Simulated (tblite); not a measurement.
C₄H₁₀ClPSi₂.
Atom-mapped SMILES: `[CH3:1][SiH2:2][PH:3][SiH2:4][C:5]#[C:6][CH2:7][Cl:8]` (hydrogens: H9, H10, H11 on C1; H12, H13 on Si2; H14 on P3; H15, H16 on Si4; H17, H18 on C7)

Computed with GFN2-xTB (tblite), gas phase: L-BFGS steps from a force-field or distance-geometry start until the largest atomic force falls under 0.01 eV/Å.

Step 27: E = -656.3671 eV
```
atom  x, y, z in Å  |  force x, y, z in eV/Å
C1     -4.2397   -0.5137    0.1334    0.040   0.018  -0.008
Si2    -2.7223    0.6086   -0.0661    0.006   0.001  -0.002
P3     -0.8649   -0.5190    0.4805   -0.035  -0.004   0.012
Si4     0.6355    1.0179   -0.1389    0.051   0.018   0.002
C5      2.3101    0.2408   -0.0457   -0.004   0.001  -0.016
C6      3.3944   -0.2823    0.0237    0.005  -0.003   0.001
C7      4.7116   -0.8607    0.0661   -0.029  -0.010   0.018
Cl8     5.7761   -0.0695   -1.1551    0.021   0.021  -0.027
H9     -4.1851   -1.3698   -0.5340   -0.027  -0.010   0.026
H10    -4.3191   -0.8867    1.1510    0.004  -0.017  -0.025
H11    -5.1499    0.0329   -0.0948    0.011  -0.024   0.003
H12    -2.7786    1.7361    0.8708   -0.021   0.015  -0.005
H13    -2.6816    1.1403   -1.4377   -0.001  -0.002   0.010
H14    -0.7902   -1.2819   -0.6683   -0.009   0.032  -0.011
H15     0.5630    2.1094    0.8359   -0.003   0.007   0.006
H16     0.4710    1.5297   -1.5055   -0.017  -0.014  -0.002
H17     5.1770   -0.7028    1.0402    0.003  -0.018   0.004
H18     4.6840   -1.9230   -0.1806    0.006  -0.011   0.013
```

Step 28: E = -656.3675 eV
```
atom  x, y, z in Å  |  force x, y, z in eV/Å
C1     -4.2395   -0.5143    0.1332    0.017   0.003  -0.004
Si2    -2.7238    0.6093   -0.0662   -0.005   0.002  -0.007
P3     -0.8663   -0.5157    0.4803   -0.025  -0.008   0.030
Si4     0.6366    1.0180   -0.1388    0.066   0.028  -0.003
C5      2.3114    0.2401   -0.0457    0.002  -0.006  -0.015
C6      3.3957   -0.2832    0.0237    0.002  -0.002  -0.002
C7      4.7133   -0.8614    0.0656   -0.032  -0.013   0.023
Cl8     5.7778   -0.0691   -1.1560    0.010   0.009  -0.010
H9     -4.1867   -1.3711   -0.5333   -0.017  -0.010   0.017
H10    -4.3190   -0.8882    1.1504    0.007  -0.014  -0.016
H11    -5.1508    0.0309   -0.0941    0.012  -0.018   0.003
H12    -2.7846    1.7362    0.8703   -0.016   0.022   0.001
H13    -2.6865    1.1402   -1.4376    0.003   0.003   0.000
H14    -0.7903   -1.2779   -0.6678   -0.010   0.020  -0.024
H15     0.5660    2.1110    0.8342   -0.004   0.007   0.011
H16     0.4733    1.5320   -1.5049   -0.018  -0.019  -0.002
H17     5.1782   -0.7061    1.0405    0.007   0.000   0.001
H18     4.6864   -1.9244   -0.1788    0.001  -0.006  -0.005
```

**Question.** Estimate the geometry and energy of step 29. (The exact step hangs on the optimiser's Hessian estimate; all steps are aligned on step 28, rigid shifts and turns removed.)

**Answer.** E = -656.3678 eV, largest force 0.055 eV/Å
```
atom  x, y, z in Å  |  force x, y, z in eV/Å
C1     -4.2391   -0.5149    0.1330   -0.005  -0.014   0.000
Si2    -2.7253    0.6101   -0.0664   -0.010   0.007  -0.006
P3     -0.8678   -0.5130    0.4806   -0.003  -0.002   0.030
Si4     0.6387    1.0187   -0.1388    0.048   0.027  -0.002
C5      2.3125    0.2394   -0.0460    0.009  -0.010  -0.014
C6      3.3968   -0.2840    0.0237    0.001  -0.002  -0.002
C7      4.7143   -0.8623    0.0656   -0.015  -0.013   0.018
Cl8     5.7795   -0.0687   -1.1568   -0.007  -0.006   0.010
H9     -4.1884   -1.3723   -0.5324   -0.005  -0.012   0.005
H10    -4.3187   -0.8899    1.1496    0.011  -0.010  -0.004
H11    -5.1514    0.0288   -0.0935    0.010  -0.009   0.003
H12    -2.7901    1.7367    0.8699   -0.013   0.024   0.003
H13    -2.6908    1.1402   -1.4375    0.007   0.008  -0.008
H14    -0.7906   -1.2742   -0.6678   -0.012   0.014  -0.027
H15     0.5687    2.1125    0.8330   -0.003   0.009   0.016
H16     0.4751    1.5337   -1.5045   -0.017  -0.021  -0.004
H17     5.1793   -0.7089    1.0407    0.008   0.014   0.000
H18     4.6886   -1.9257   -0.1773   -0.003  -0.002  -0.018
```

The energy changes by -0.0003 eV. The first-order estimate −F·Δx gives -0.0004 eV and the mean of the old and new forces, exact on a quadratic surface, -0.0003 eV. The step makes an angle of 71° with the force vector and moves no atom by more than 0.006 Å.

What follows is the cost of the whole relaxation. Hardware: one thread, Arm Neoverse V2 (aarch64), shared host with 96 logical CPUs at a one-minute load of 81. Cost: 0.9 s wall.
